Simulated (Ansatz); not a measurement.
A structure relaxed at r2SCAN-D4/def2-TZVP in Ansatz, charge 0, singlet:

```xyz
4

B     0.391    0.371    0.516
B    -0.391   -0.371   -0.516
N     0.939    0.025   -0.730
N    -0.939   -0.025    0.730
```

Problem. Give its formula and point group.

Solution. the cluster B₂N₂. Point group D2h (tolerance 0.1 Å).

Problem. Summarise the bond lengths by kind (pairs closer than 1.2 times the sum of covalent radii, bridged metal pairs left out).

Solution. 4 × B–N 1.40 Å; 1 × B–B 1.49 Å.

The restricted singlet is unstable: a solution with broken spin symmetry lies lower. An occupied level of the charge 0 singlet lies above an empty one (by up to 0.05 eV), so this SCF solution is probably not the lowest. At r2SCAN-D4/def2-TZVP a triplet of charge 0 lies 1.06 eV below the restricted singlet, each at its own geometry. The structure comes from a short search, and lower isomers may exist.
